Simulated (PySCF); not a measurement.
H₁₂NiO₆ (SMILES [OH2]->[Ni+2](<-[OH2])(<-[OH2])(<-[OH2])(<-[OH2])<-[OH2]), charge +2, triplet (typed; the unrestricted solution is spin-contaminated), at a GFN2-xTB geometry (such geometries of metal compounds can be far from the true shape), with bond 19-17 at 1.3 times its length; HF/STO-3G (PySCF).

PySCF was given this input:
```python
from pyscf import gto, scf

mol = gto.M(
    atom='''
Ni    0.00000000    0.00000000    0.00000000
O    -0.73555251    1.84357571   -0.77269719
H    -1.57476086    1.83984713   -1.25157783
H    -0.16427131    2.47373327   -1.23021257
O     1.67199082    0.96843923    0.89634925
H     1.59203061    1.81726285    1.35009576
H     2.50348938    0.99985783    0.40519322
O     1.19725022   -0.32254444   -1.73188534
H     1.76736753   -1.10219817   -1.75867208
H     0.84941474   -0.20927046   -2.62573128
O    -1.19725022    0.32254444    1.73188534
H    -1.76736753    1.10219817    1.75867208
H    -0.84941474    0.20927046    2.62573128
O    -1.67199082   -0.96843923   -0.89634925
H    -1.59203061   -1.81726285   -1.35009576
H    -2.50348938   -0.99985783   -0.40519322
O     0.73555251   -1.84357571    0.77269719
H     0.16427131   -2.47373327    1.23021257
H     1.82652337   -1.83872856    1.39524202
''',
    basis='sto-3g',
    charge=2,
    spin=2,
    verbose=4,
)

mf = scf.UHF(mol)
mf.conv_tol = 1e-6
mf.kernel()
mf.analyze()
```

What the program printed (banner, timings and long lists left out):

```
PySCF version 2.14.0

[INPUT] verbose = 4
[INPUT] num. atoms = 19
[INPUT] num. electrons = 86
[INPUT] charge = 2
[INPUT] spin (= nelec alpha-beta = 2S) = 2
[INPUT] symmetry False subgroup None
[INPUT] Mole.unit = angstrom
[INPUT] Symbol           X                Y                Z      unit          X                Y                Z       unit  Magmom
[...]
nuclear repulsion = 688.289902345195
number of shells = 38
number of NR pGTOs = 180
number of NR cGTOs = 60
basis = sto-3g
ecp = {}

******** <class 'pyscf.scf.uhf.UHF'> ********
method = UHF
initial guess = minao
damping factor = 0
level_shift factor = 0
DIIS = <class 'pyscf.scf.diis.CDIIS'>
diis_start_cycle = 1
diis_space = 8
diis_damp = 0
SCF conv_tol = 1e-06
SCF conv_tol_grad = None
SCF max_cycles = 50
direct_scf = True
direct_scf_tol = 1e-13
number electrons alpha = 44  beta = 42
Set gradient conv threshold to 0.001
init E= -1935.95536783127

cycle= 1 E= -1918.44310531035  delta_E= 17.5  |g|= 3.17  |ddm|= 6.52

cycle= 2 E= -1923.21277014853  delta_E= -4.77  |g|= 2.44  |ddm|= 7.03
cycle= 3 E= -1928.35683146575  delta_E= -5.14  |g|= 2.88  |ddm|= 6.64
cycle= 4 E= -1937.45190734464  delta_E= -9.1  |g|= 1.07  |ddm|= 4.53
cycle= 5 E= -1939.5397778885  delta_E= -2.09  |g|= 0.306  |ddm|= 2.76
cycle= 6 E= -1939.66974389732  delta_E= -0.13  |g|= 0.154  |ddm|= 0.734
cycle= 7 E= -1939.70623853218  delta_E= -0.0365  |g|= 0.0993  |ddm|= 0.391
cycle= 8 E= -1939.72872768539  delta_E= -0.0225  |g|= 0.0435  |ddm|= 0.421
cycle= 9 E= -1939.73489223649  delta_E= -0.00616  |g|= 0.0238  |ddm|= 0.267
cycle= 10 E= -1939.73684868254  delta_E= -0.00196  |g|= 0.0172  |ddm|= 0.16
cycle= 11 E= -1939.73806021971  delta_E= -0.00121  |g|= 0.013  |ddm|= 0.134
cycle= 12 E= -1939.73877750281  delta_E= -0.000717  |g|= 0.0107  |ddm|= 0.0755
cycle= 13 E= -1939.73941350696  delta_E= -0.000636  |g|= 0.00971  |ddm|= 0.07
cycle= 14 E= -1939.73977862316  delta_E= -0.000365  |g|= 0.00916  |ddm|= 0.0303
cycle= 15 E= -1939.74082256857  delta_E= -0.00104  |g|= 0.00805  |ddm|= 0.0959
cycle= 16 E= -1939.74159612236  delta_E= -0.000774  |g|= 0.00749  |ddm|= 0.0809
cycle= 17 E= -1939.74213966519  delta_E= -0.000544  |g|= 0.00712  |ddm|= 0.0599
cycle= 18 E= -1939.74281467853  delta_E= -0.000675  |g|= 0.00679  |ddm|= 0.0779
cycle= 19 E= -1939.74328926711  delta_E= -0.000475  |g|= 0.00666  |ddm|= 0.0541
cycle= 20 E= -1939.74353104014  delta_E= -0.000242  |g|= 0.00665  |ddm|= 0.0276
cycle= 21 E= -1939.74353257133  delta_E= -1.53e-06  |g|= 0.00666  |ddm|= 0.000568
cycle= 22 E= -1939.74343315508  delta_E= 9.94e-05  |g|= 0.00663  |ddm|= 0.0161
cycle= 23 E= -1939.74341649383  delta_E= 1.67e-05  |g|= 0.00662  |ddm|= 0.00355
cycle= 24 E= -1939.74340994252  delta_E= 6.55e-06  |g|= 0.00663  |ddm|= 0.00151
cycle= 25 E= -1939.74342146521  delta_E= -1.15e-05  |g|= 0.00662  |ddm|= 0.00443
cycle= 26 E= -1939.74347937313  delta_E= -5.79e-05  |g|= 0.0066  |ddm|= 0.00909
cycle= 27 E= -1939.7436516522  delta_E= -0.000172  |g|= 0.00655  |ddm|= 0.0255
cycle= 28 E= -1939.74402706656  delta_E= -0.000375  |g|= 0.0064  |ddm|= 0.0642
cycle= 29 E= -1939.74420266532  delta_E= -0.000176  |g|= 0.00613  |ddm|= 0.0828
cycle= 30 E= -1939.74406659872  delta_E= 0.000136  |g|= 0.00591  |ddm|= 0.0514
cycle= 31 E= -1939.74378492259  delta_E= 0.000282  |g|= 0.00555  |ddm|= 0.0443
cycle= 32 E= -1939.74333279117  delta_E= 0.000452  |g|= 0.00478  |ddm|= 0.103
cycle= 33 E= -1939.74318196391  delta_E= 0.000151  |g|= 0.00431  |ddm|= 0.0427
cycle= 34 E= -1939.74301255057  delta_E= 0.000169  |g|= 0.00309  |ddm|= 0.0931
cycle= 35 E= -1939.74293517612  delta_E= 7.74e-05  |g|= 0.00179  |ddm|= 0.0705
cycle= 36 E= -1939.74295546553  delta_E= -2.03e-05  |g|= 0.00132  |ddm|= 0.0453
cycle= 37 E= -1939.74295646826  delta_E= -1e-06  |g|= 0.000967  |ddm|= 0.00963
cycle= 38 E= -1939.74296365491  delta_E= -7.19e-06  |g|= 0.000882  |ddm|= 0.0105
cycle= 39 E= -1939.74297041812  delta_E= -6.76e-06  |g|= 0.000863  |ddm|= 0.00764
cycle= 40 E= -1939.74297492671  delta_E= -4.51e-06  |g|= 0.000858  |ddm|= 0.00432
cycle= 41 E= -1939.74297658332  delta_E= -1.66e-06  |g|= 0.00086  |ddm|= 0.00146
cycle= 42 E= -1939.74297486402  delta_E= 1.72e-06  |g|= 0.000854  |ddm|= 0.00156
cycle= 43 E= -1939.74297323579  delta_E= 1.63e-06  |g|= 0.000831  |ddm|= 0.00541
cycle= 44 E= -1939.74297340158  delta_E= -1.66e-07  |g|= 0.000811  |ddm|= 0.00781
Extra cycle  E= -1939.74297463923  delta_E= -1.24e-06  |g|= 0.00081  |ddm|= 0.00128
converged SCF energy = -1939.74297463923  <S^2> = 2.9653597  2S+1 = 3.5862848
**** SCF Summaries ****
Total Energy =                       -1939.742974639234490
Nuclear Repulsion Energy =             688.289902345194605
One-electron Energy =                -4036.932757142115861
Two-electron Energy =                 1408.899880157686766
Two-electron Coulomb Energy =         1524.571467199451718
DFT Exchange-Correlation Energy =     -115.671587041764951
**** MO energy ****
                             alpha | beta                alpha | beta
[...]
To work with the spin densities directly, `use mulliken_meta_spin()` only printing them here.

 ** Mulliken spin pop alpha/beta on meta-lowdin orthogonal AOs **
 ** Mulliken Spin Density (per AO)  **
spin_pop of  0 Ni 1s        0.00000
spin_pop of  0 Ni 2s        0.00001
spin_pop of  0 Ni 3s       -0.00002
spin_pop of  0 Ni 4s        0.52820
spin_pop of  0 Ni 2px      -0.00000
spin_pop of  0 Ni 2py      -0.00000
spin_pop of  0 Ni 2pz      -0.00000
spin_pop of  0 Ni 3px       0.00005
spin_pop of  0 Ni 3py       0.00007
spin_pop of  0 Ni 3pz       0.00001
spin_pop of  0 Ni 4px      -0.00414
spin_pop of  0 Ni 4py       0.00626
spin_pop of  0 Ni 4pz      -0.00378
spin_pop of  0 Ni 3dxy      0.42796
spin_pop of  0 Ni 3dyz      0.49261
spin_pop of  0 Ni 3dz^2     0.24327
spin_pop of  0 Ni 3dxz     -0.56863
spin_pop of  0 Ni 3dx2-y2    0.40481
spin_pop of  1 O 1s        0.00001
spin_pop of  1 O 2s        0.02813
spin_pop of  1 O 2px       0.00148
spin_pop of  1 O 2py       0.00864
spin_pop of  1 O 2pz      -0.00011
spin_pop of  2 H 1s        0.00712
spin_pop of  3 H 1s        0.00897
spin_pop of  4 O 1s        0.00001
spin_pop of  4 O 2s        0.03209
spin_pop of  4 O 2px       0.00451
spin_pop of  4 O 2py      -0.00202
spin_pop of  4 O 2pz       0.00472
spin_pop of  5 H 1s        0.01217
spin_pop of  6 H 1s        0.00960
spin_pop of  7 O 1s        0.00001
spin_pop of  7 O 2s        0.03322
spin_pop of  7 O 2px       0.00829
spin_pop of  7 O 2py       0.00163
spin_pop of  7 O 2pz       0.00273
spin_pop of  8 H 1s        0.00935
spin_pop of  9 H 1s        0.01203
spin_pop of  10 O 1s        0.00001
spin_pop of  10 O 2s        0.03296
spin_pop of  10 O 2px       0.00664
spin_pop of  10 O 2py      -0.00018
spin_pop of  10 O 2pz       0.00305
spin_pop of  11 H 1s        0.01129
spin_pop of  12 H 1s        0.01099
spin_pop of  13 O 1s        0.00001
spin_pop of  13 O 2s        0.03643
spin_pop of  13 O 2px       0.00568
spin_pop of  13 O 2py      -0.00049
spin_pop of  13 O 2pz       0.00782
spin_pop of  14 H 1s        0.01292
spin_pop of  15 H 1s        0.01247
spin_pop of  16 O 1s        0.00002
spin_pop of  16 O 2s        0.05430
spin_pop of  16 O 2px      -0.07932
spin_pop of  16 O 2py       0.00216
spin_pop of  16 O 2pz      -0.02457
spin_pop of  17 H 1s        0.02877
spin_pop of  18 H 1s        0.16981
 ** Mulliken Spin Density (per atom)  **
spin density of  0 Ni =      1.52666
spin density of  1 O =      0.03814
spin density of  2 H =      0.00712
spin density of  3 H =      0.00897
spin density of  4 O =      0.03930
spin density of  5 H =      0.01217
spin density of  6 H =      0.00960
spin density of  7 O =      0.04588
spin density of  8 H =      0.00935
spin density of  9 H =      0.01203
spin density of  10 O =      0.04249
spin density of  11 H =      0.01129
spin density of  12 H =      0.01099
spin density of  13 O =      0.04945
spin density of  14 H =      0.01292
spin density of  15 H =      0.01247
spin density of  16 O =     -0.04742
spin density of  17 H =      0.02877
spin density of  18 H =      0.16981
 ** Mulliken pop alpha/beta on meta-lowdin orthogonal AOs **
 ** Mulliken pop       alpha | beta **
In total            44.00000 | 42.00000
 ** Mulliken atomic charges   ( Nelec_alpha | Nelec_beta ) **
charge of  0Ni =      1.41278  (    14.05694     12.53028 )
charge of  1O =     -0.33171  (     4.18492      4.14679 )
charge of  2H =      0.22545  (     0.39083      0.38372 )
charge of  3H =      0.22402  (     0.39248      0.38350 )
charge of  4O =     -0.32858  (     4.18394      4.14464 )
charge of  5H =      0.21794  (     0.39711      0.38494 )
charge of  6H =      0.22120  (     0.39420      0.38460 )
charge of  7O =     -0.33177  (     4.18883      4.14295 )
charge of  8H =      0.22307  (     0.39314      0.38379 )
charge of  9H =      0.21673  (     0.39765      0.38562 )
charge of  10O =     -0.32955  (     4.18602      4.14353 )
charge of  11H =      0.21596  (     0.39767      0.38637 )
charge of  12H =      0.22243  (     0.39428      0.38329 )
charge of  13O =     -0.32977  (     4.18961      4.14016 )
charge of  14H =      0.21721  (     0.39786      0.38494 )
charge of  15H =      0.21431  (     0.39908      0.38661 )
charge of  16O =     -0.31442  (     4.13350      4.18092 )
charge of  17H =      0.18946  (     0.41965      0.39089 )
charge of  18H =      0.16525  (     0.50228      0.33247 )

WARN: System has nonzero charge 2; the dipole moment is origin-dependent.
Location of origin: [0. 0. 0.]

Dipole moment(X, Y, Z, Debye): -0.22286,  1.35576, -0.52213
```
